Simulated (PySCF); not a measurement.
N-methyl-N-silylmethanamine (C₂H₉NSi), SMILES CN(C)[SiH3]. Geometry optimised at r2SCAN-D4/def2-SVP.

Calculation: r2SCAN-D4/def2-SVP run with PySCF 2.14.0.

Harmonic wavenumbers (cm⁻¹): 125, 141, 223, 254, 275, 364, 671, 691, 717, 905, 970, 976, 1028, 1085, 1111, 1161, 1234, 1308, 1423, 1448, 1449, 1459, 1481, 1505, 2148, 2220, 2227, 2947, 2954, 3023, 3031, 3114, 3115. Rotational constants (GHz): 8.385, 4.376, 3.105; symmetry number 1.

Question: Work out the zero-point energy and the ideal-gas rigid-rotor harmonic-oscillator thermochemistry at 298.15 K and 1 atm.

Answer: ZPE = ½ Σ hcν = ½ × 46784 cm⁻¹ = 66.88 kcal/mol. H − E(el) = 71.63 kcal/mol. Entropy in cal/(mol K): translation 38.87, rotation 25.45, vibration 13.82, total 78.14. G − E(el) = 48.34 kcal/mol. Cp = 24.46 cal/(mol K). Modes under 150 cm⁻¹ make the vibrational entropy uncertain.
